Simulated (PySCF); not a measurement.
# Correlation energy of In (indium, neutral)

[Kr] 4d10 5s1 5p2, high-spin 4P determinant (an excited configuration). All numbers are calculated (PySCF 2.14, scalar relativity by spin-free X2C-1e, in x2c-TZVPPall with one added diffuse shell each of s, p, d, f type (9s7p5d3f, 76 functions)). Frozen: [Kr] 4d10; 3 electrons correlated.

| level | correlation energy (mhartree) |
| --- | --- |
| CCSD | -10.50 |
| (T) | -0.09 |
| CCSD(T) | -10.59 |

Diagnostics: T1 = 0.0042, D1 = 0.0068, largest double amplitude 0.048.

Is a single reference adequate?

Yes, within this model without spin-orbit coupling: T1 lies below 0.03 and no double amplitude reaches 0.07.
